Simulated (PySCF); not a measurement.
## Steps of a relaxation of [ReO3Cl]−

[ReO3Cl]− (doublet). PySCF 2.14.0, UKS PBE, Re def2-SVP with ECP60, O def2-SVP, Cl def2-SVP; non-relativistic Hamiltonian with scalar-relativistic core potentials where named; density fitting; no spin-orbit coupling. Origin of the start: displaced along the imaginary mode. Columns: position (Å) and force (eV/Å). Energies are counted from the last step; some of the 12 steps are shown. Forces carry noise of the integration grid, about 0.01 to 0.03 eV/Å.

Run from Python with OMP_NUM_THREADS=2. Where DIIS fails, smearing, a level shift and second-order steps follow.
It took 39 s on 2 threads of Arm Neoverse V2, with other jobs on the host, from the converged density of the start.

```xyz
5
step 0  E = 1.764 eV
Re    0.0000    0.2858    0.0187     0.00   -0.92    0.11
O     1.7243   -0.1237   -0.2500    -1.21    0.48   -0.54
O     0.0000    2.0198    0.1222     0.00   -0.15    0.42
O    -1.7243   -0.1237   -0.2500     1.21    0.48   -0.54
Cl    0.0000   -2.3388    0.0726     0.00    0.11    0.56
```

```xyz
5
step 4  E = 0.318 eV
Re    0.0000    0.1715    0.0995     0.00    0.99    0.22
O     1.5018   -0.0026   -0.7330     0.69   -0.25   -0.58
O     0.0000    1.8767    0.5475     0.00   -0.98    0.56
O    -1.5018   -0.0026   -0.7330    -0.69   -0.25   -0.58
Cl    0.0000   -2.3236    0.5324     0.00    0.48    0.39
```

```xyz
5
step 7  E = 0.008 eV
Re    0.0000    0.1582   -0.0109     0.00    0.02   -0.32
O     1.5087    0.0095   -0.8923    -0.07    0.03    0.13
O     0.0000    1.7161    0.7825     0.00   -0.17    0.02
O    -1.5087    0.0095   -0.8923     0.07    0.03    0.13
Cl    0.0000   -2.1739    0.7266     0.00    0.08    0.04
```

Question: Where does the relaxation end?

Answer: It converges at step 11 in Cs:
```xyz
5
step 11  E = 0
Re    0.0000    0.1548   -0.0394
O     1.5228    0.0140   -0.8961
O     0.0000    1.6856    0.8002
O    -1.5228    0.0140   -0.8961
Cl    0.0000   -2.1490    0.7450
```

Question: How did the contacts change?

Answer: 
```json
{"contact": "Re1–O2 (O)", "start (Å)": "1.793", "end (Å)": "1.753"}
{"contact": "Re1–O3 (O)", "start (Å)": "1.737", "end (Å)": "1.746"}
{"contact": "Re1–O4 (O)", "start (Å)": "1.793", "end (Å)": "1.753"}
{"contact": "Re1–Cl5 (Cl)", "start (Å)": "2.625", "end (Å)": "2.434"}
```


Open shells may have lower solutions than the one found.
